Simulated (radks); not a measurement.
Effect of the nuclear size on neutral mercury, [Hg]. Calculated with a radial shooting solver on a logarithmic mesh with Libxc functionals: Dirac Kohn-Sham, PBE, spin-unpolarised, spherical densities, finite nucleus; Fermi nuclear charge, rms radius 5.4648 fm. The rms radius is varied about that value; shifts are against it.

rms radius (fm)	total energy shift (eV)	density at nucleus (e/bohr^3)	1s1/2 shift (meV)	2s1/2 shift (meV)	4p1/2 shift (meV)	5s1/2 shift (meV)	5p1/2 shift (meV)	6s1/2 shift (meV)	6p1/2 (empty) shift (meV)
4.8418	-23.1	2.443e+06	-9250	-1380	-1.29	-15.5	0.432	-1.02	0.300
5.2462	-8.30	2.363e+06	-3320	-495	-0.463	-5.55	0.155	-0.368	0.108
5.4648	0	2.324e+06	0.000	0.000	0.000	0.000	0.000	0.000	0.000
5.7708	12.0	2.272e+06	4780	713	0.671	7.99	-0.222	0.529	-0.155
6.6835	49.8	2.139e+06	19900	2970	2.82	33.3	-0.922	2.21	-0.646

Slopes of the eigenvalues against <r^2> in GHz/fm^2, as finite differences over the two radii next to the reference (eigenvalue slopes, not the field-shift constants of lines): 1s1/2 339000, 2s1/2 50500, 4p1/2 47.5, 5s1/2 567, 5p1/2 -15.8, 6s1/2 37.5, 6p1/2 (empty) -11.0.
